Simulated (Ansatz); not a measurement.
`O[Si](O)(O)[O][Al]([F])[Cl]` + CH₃SH → `C[S][Al]([F])[Cl]` + `O[Si](O)(O)O`  (ligand exchange at the Al–O bond)

Gas-phase electronic energies from Ansatz, PBE0-D4/def2-TZVP geometries. CBS: MP2 limit from def2 TZ/QZ plus the TZ coupled-cluster correction, frozen cores. This one scheme is used for every species. Functionals use def2-TZVPP. One conformer a species, not always the lowest.

| level | ΔE (eV) |
| --- | --- |
| PBE0-D4 | 0.41 |
| SCS-MP2/def2-TZVPP | 0.58 |

Problem. What does CCSD(T)/CBS give? (An estimate is asked.)

Solution. Ansatz gave: +0.51 eV. The listed levels differ from it by -0.10, 0.07 eV.

Largest T1 diagnostic among the species: 0.011.

At CCSD(T), def2-SVP lies +0.10 eV from the extrapolated value and def2-TZVPP +0.04 eV. From PBE to PBE0 (25 % exact exchange), in def2-TZVPP and without D4, ΔE moves by +0.05 eV.
